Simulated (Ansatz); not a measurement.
Geometry optimisation, RKS PBE0/def2-SVP (Ansatz).

The input (input.yaml):

```yaml
crystal:
  periodic: [false, false, false]
  atoms:
    - { symbol: Si, position_ang: [0.0, 0.0, 0.0] }
    - { symbol: F, position_ang: [0.0, 0.0, 1.94] }
    - { symbol: "N", position_ang: [1.7163, 0.0, -0.6061] }
    - { symbol: H, position_ang: [2.2145, -0.918, -0.7868] }
    - { symbol: H, position_ang: [2.2175, 0.918, -0.7783] }
    - { symbol: "N", position_ang: [-0.8572, 1.4851, -0.6061] }
    - { symbol: H, position_ang: [-1.8773, 1.43, -0.8888] }
    - { symbol: H, position_ang: [-0.3367, 2.4058, -0.6766] }
    - { symbol: "N", position_ang: [-0.8572, -1.4851, -0.6061] }
    - { symbol: H, position_ang: [-1.3922, -2.1014, 0.0704] }
    - { symbol: H, position_ang: [-0.8219, -1.7344, -1.6357] }
    - { symbol: Cl, position_ang: [0.9042, -2.1214, 0.7662] }
    - { symbol: H, position_ang: [0.4574, -1.0731, 1.849] }
basis:
  gaussian: { orbitals: def2-SVP }
hamiltonian:
  xc: pbe0
relax:
  f_tol: 0.15
  max_steps: 25
  restrain:
    - { distance: [0, 11], at: 2.13, k: 30.0 }
    - { distance: [12, 1], at: 0.92, k: 30.0 }
    - { distance: [0, 1], at: 2.79, k: 30.0 }
    - { distance: [12, 11], at: 2.57, k: 30.0 }
```

Launched with:

```bash
$ ansatz run input.yaml --threads 4 --pin off --max-ram 5120MiB --backend cpu --events-out ev --progress --plain --runs-dir out
```

Q: Where does it end, and by what steps?

A: The run converged. The restraints hold the end off the free minimum; the threshold counts their pulls, which the force column leaves out. Restrained pairs: Si1–Cl12 (2.43 → 2.13 Å), F2–H13 (1.17 → 0.92 Å), Si1–F2 (1.94 → 2.81 Å), Cl12–H13 (1.57 → 2.56 Å). After 11 steps the energy has fallen by 3.752 eV (the restraints' own energy left out); H13 moved furthest, 1.50 Å.

```csv
step,energy less start (eV),largest force component (eV/Å),accepted
0,0.0000,4.560,yes
1,-0.3557,3.887,yes
2,-0.5228,3.637,yes
3,-1.2100,2.661,yes
4,-2.2015,1.619,yes
5,-2.7243,1.034,yes
6,-3.0478,0.953,yes
7,-3.3621,0.771,yes
8,-3.5745,1.053,yes
9,-3.6918,0.856,yes
10,-3.7440,0.611,yes
11,-3.7519,0.736,yes
```

```xyz
13
Properties=species:S:1:pos:R:3
Si 0.231 -0.457 -0.333
F -0.519 0.494 2.208
N 1.770 -0.063 -0.999
H 2.552 -0.702 -0.937
H 1.837 0.582 -1.774
N -0.548 1.069 -0.322
H -1.464 1.088 0.116
H -0.004 1.852 0.024
N -0.947 -1.488 -1.052
H -0.844 -2.494 -1.007
H -1.432 -1.177 -1.883
Cl 0.900 -1.788 1.191
H -0.165 -0.110 2.810
```

The run took 18 s on 4 threads of Intel(R) Xeon(R) 6975P-C (Granite Rapids) (shared host), peak memory 0.34 GiB.
